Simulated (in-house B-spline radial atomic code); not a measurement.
Sb⁴⁺. Computed with a B-spline radial atomic code. Model: all-electron spherical atom, spin shells full or empty, radial basis limit, no spin-orbit coupling: exact exchange with a local potential (Slater, KLI or optimised effective potential, whose far tail is KLI's), no correlation.

Empty minority-spin level lies below the highest occupied level: each spin potential is zero at infinity, spin occupations fixed.

Exchange potential has not reached -1/r at the last radius.

The run also made RPA and GW results, which its time includes.

The Slater potential averages the orbital exchange potentials with the orbital densities as weights, KLI adds orbital constants, and the optimised effective potential minimises the exact-exchange energy among local potentials. So their energies lie above Hartree-Fock in the order OEP, KLI, Slater. All fall off as −1/r, unlike LDA and GGA exchange.

Command:
```bash
python run_gw.py task.json out
```
Settings (nuclear radius in fm, other lengths in bohr, energies in hartree):
```
Z                      51
electrons              47
configuration          [Kr] 4d10 5s1
hamiltonian            x2c
method                 kli
lmax                   9
rms_radius             4.6802
spin_polarised         True
box_radius             11.96
intervals              99
ion_configuration      [Kr] 4d10
```

Run time, properties included: 28 s on 1 thread of Arm Neoverse N1, on a shared host.

Given: hamiltonian one-electron scalar X2C; mean-field start exchange-only KLI.

Computed: energy above Hartree-Fock 21.973 millihartree.

| radius (bohr) | r times exchange potential up (hartree bohr) | r times exchange potential down (hartree bohr) |
| --- | --- | --- |
| 0.00098 | -0.045695 | -0.045918 |
| 0.00123 | -0.057201 | -0.05748 |
| 0.00154 | -0.07135 | -0.0717 |
| 0.00193 | -0.088935 | -0.089374 |
| 0.00242 | -0.11066 | -0.11121 |
| 0.00303 | -0.13704 | -0.13773 |
| 0.00379 | -0.1688 | -0.16967 |
| 0.00475 | -0.20701 | -0.2081 |
| 0.00596 | -0.25194 | -0.25331 |
| 0.00746 | ? | ? |
| 0.00935 | -0.35783 | -0.36001 |
| 0.0117 | -0.41431 | -0.41706 |
| 0.0147 | -0.46798 | -0.47147 |
| 0.0184 | -0.50965 | -0.5141 |
| 0.023 | -0.5322 | -0.53785 |
| 0.0289 | -0.53263 | -0.53988 |
| 0.0362 | -0.52765 | -0.53687 |
| 0.0453 | -0.56442 | -0.57596 |
| 0.0568 | -0.67078 | -0.68505 |
| 0.0712 | -0.80497 | -0.82271 |
| 0.0892 | -0.90694 | -0.9293 |
| 0.112 | -0.93479 | -0.96342 |
| 0.14 | -0.90055 | -0.9372 |
| 0.175 | -0.94584 | -0.99158 |
| 0.22 | -1.1511 | -1.2075 |
| 0.275 | -1.3189 | -1.3895 |
| 0.345 | -1.302 | -1.392 |
| 0.432 | ? | ? |
| 0.542 | -0.93825 | -1.077 |
| 0.679 | -1.1977 | -1.3782 |
| 0.851 | -1.3783 | -1.6133 |
| 1.07 | -1.3486 | -1.6397 |
| 1.34 | -1.1732 | -1.5065 |
| 1.67 | -1.0066 | -1.3309 |
| 2.1 | -0.95071 | -1.1858 |
| 2.63 | -0.96456 | -1.1 |
| 3.29 | -0.98213 | -1.054 |

Problem. What belongs in the row 0.00746?

Solution. r times exchange potential up (hartree bohr): -0.30244; r times exchange potential down (hartree bohr): -0.30416.

Problem. What belongs in the row 0.432?

Solution. r times exchange potential up (hartree bohr): -1.0664; r times exchange potential down (hartree bohr): -1.1803.

| occupied | level (hartree) | Hartree-Fock level (hartree) |
| --- | --- | --- |
| 1s up | -1113 | -1127.7 |
| 1s down | -1113.3 | -1127.7 |
| 2s up | -170.95 | -176.44 |
| 2s down | -171.2 | -176.44 |
| 2p up | -153.76 | -158.4 |
| 2p down | -154.01 | -158.4 |
| 3s up | -35.027 | -37.365 |
| 3s down | -35.286 | -37.354 |
| 3p up | ? | ? |
| 3p down | -29.664 | -31.318 |
| 3d up | -20.786 | -22.084 |
| 3d down | -21.046 | -22.083 |
| 4s up | ? | ? |
| 4s down | -7.4165 | -8.0302 |
| 4p up | -5.4306 | -6.1051 |
| 4p down | -5.6952 | -6.0967 |
| 4d up | -2.9122 | -3.181 |
| 4d down | -3.1672 | -3.1703 |
| 5s up | -1.9717 | -1.9698 |

Problem. What belongs in the row 3p up?

Solution. level (hartree): -29.405; Hartree-Fock level (hartree): -31.322.

Problem. What belongs in the row 4s up?

Solution. level (hartree): -7.1505; Hartree-Fock level (hartree): -8.0537.

```
  empty  level (hartree)
5s down          -2.1202
5p down          -1.6992
  5p up          -1.5821
5d down          -1.1377
  5d up                ?
6s down          -1.0273
  6s up         -0.98764
4f down         -0.97325
```

Problem. What belongs in the row 5d up?

Solution. level (hartree): -1.0735.

The highest level, 5s up, differs from Hartree-Fock by -0.052 eV and the deepest, 1s down, by +392 eV: a local potential can match the highest level but can't give each shell its own exchange.
